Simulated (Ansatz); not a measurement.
`C=C[SiH](N)Cl` → ethylene + `N[Si]Cl` at 700 K and 1 bar (silylene formation by 1,1-elimination).

Calculated with Ansatz (gas phase, PBE0-D4/def2-TZVP geometries, no zero-point term in ΔE). CCSD(T)/CBS adds triple-zeta CCSD(T) − MP2 to the extrapolated MP2 energy (def2 sets, frozen cores). This one scheme is used for every species. One conformer a species, not always the lowest.

```tsv
species	CCSD(T)/CBS energy (Eh)	H − E (kJ/mol)	S (J/(mol·K))
`C=C[SiH](N)Cl`	-883.34911	290.8	472.2
`C=C`	-78.48111	168.9	268.4
`N[Si]Cl`	-804.81589	116.1	343.7
```

H − E and S are ideal-gas, rigid-rotor, harmonic terms from PBE0-D4/def2-TZVP, for one conformer and one mirror image of each species. 1 Eh = 2625.50 kJ/mol, R = 8.31446 J/(mol·K).

Problem. By hand: ΔE, ΔH, ΔS and ΔG.

Solution. ΔE = (-78.48111) + (-804.81589) − (-883.34911) = 0.05211 Eh = 136.8 kJ/mol. Δ(H − E) = 168.9 + 116.1 − 290.8 = -5.8, so ΔH = 131.0 kJ/mol. ΔS = 268.4 + 343.7 − 472.2 = 139.9 J/(mol·K). ΔG = 131.0 − 700 × (139.9)/1000 = 33.1 kJ/mol.

Problem. By hand: the equilibrium constant, and the temperature at which ΔG would vanish if ΔH and ΔS stayed fixed.

Solution. log₁₀ K = −ΔG/(RT ln 10) = -2.5. ΔG = 0 at ΔH/ΔS = 936 K.

The number of gas molecules changes by +1, which sets the sign of ΔS. A doubt of 5 kJ/mol in ΔE shifts log₁₀ K by 0.4 here. Other conformers and mirror images would add mixing entropy, several J/(mol·K) or more a flexible species. These are equilibria of isolated gas molecules and say nothing of rates. Largest T1 diagnostic: 0.013 (customary marks: 0.02 for closed shells, 0.045 for open ones).
